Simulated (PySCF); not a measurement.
**Bonds of In to H, F, Cl, Br, N**

PBE0 in PySCF with def2-TZVPPD on every atom (core potentials on In), for the lowest determinant that a PBE0 search found; no spin–orbit coupling. D0 is De less the harmonic zero-point energy.

| X | state of InX | D0(InX) (eV) | D0(X₂) (eV) |
| --- | --- | --- | --- |
| H | singlet (closed shell) | 2.54 | 4.26 |
| F | singlet (closed shell) | 5.40 | 1.44 |
| Cl | singlet (closed shell) | 4.56 | 2.55 |
| Br | singlet (closed shell) | 4.18 | 2.25 |
| N | triplet (π ↑↑) | 1.88 | 9.62 |

Task: Give the energy of In + X₂ → InX + X at 0 K for each X.

Result: H: 4.26 − 2.54 = +1.72 eV; F: 1.44 − 5.40 = -3.96 eV; Cl: 2.55 − 4.56 = -2.01 eV; Br: 2.25 − 4.18 = -1.93 eV; N: 9.62 − 1.88 = +7.74 eV (PBE0/def2-TZVPPD; negative means exothermic).

Task: Does an atom of H displace Br from InBr?

Result: InBr + H → InH + Br has ΔE = 4.18 − 2.54 = +1.64 eV at PBE0/def2-TZVPPD, so it is uphill.

Gas-phase diatomics only hint at surface chemistry, where an atom holds several bonds.

These are scalar-relativistic numbers at best; spin–orbit coupling would shift them, the dissociation energy most. States were picked by a PBE0 search and need not be the measured ground states.
